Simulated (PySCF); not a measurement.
# From computed data to an observable: dipole moment from atomic charges

Si(H)(OMe) (CH₄OSi), SMILES CO[SiH] (connectivity only; charge and spin as stated), neutral, multiplicity 1. Atoms are numbered in the order given.

```xyz
7

Si    -0.0259    -1.2092     0.0000
H     -1.5439    -0.8826     0.0000
O      0.5200     0.3394     0.0000
C     -0.1930     1.5703     0.0000
H      0.0889     2.1405     0.8878
H      0.0889     2.1405    -0.8878
H     -1.2733     1.3933     0.0000
```
Charge 0, spin multiplicity 1.

The structure is a stationary point at r2SCAN-D4/def2-TZVP.

Charges (e) from PySCF with PBE0/def2-TZVPD:

```csv
atom,ESP fit,IAO
Si1,0.030,0.527
H2,-0.025,-0.179
O3,-0.239,-0.583
C4,0.186,-0.217
H5,0.024,0.156
H6,0.024,0.156
H7,0.000,0.140
```

The dipole moment of the full density is 1.70 D.

Task: What dipole moment does each set of point charges give, and which comes closer to that of the density?

Result: 
μ = Σ q r, and 1 e Å = 4.8032 D.
ESP fit: Σ q r = (-0.118, 0.299, 0.000) e Å, |μ| = 1.55 D.
IAO: Σ q r = (-0.149, -0.155, 0.000) e Å, |μ| = 1.03 D.
ESP fit comes closer in size. Point charges leave out the atoms' own dipoles (lone pairs, polarised bonds); fits to the potential absorb them, partitions of the density don't.
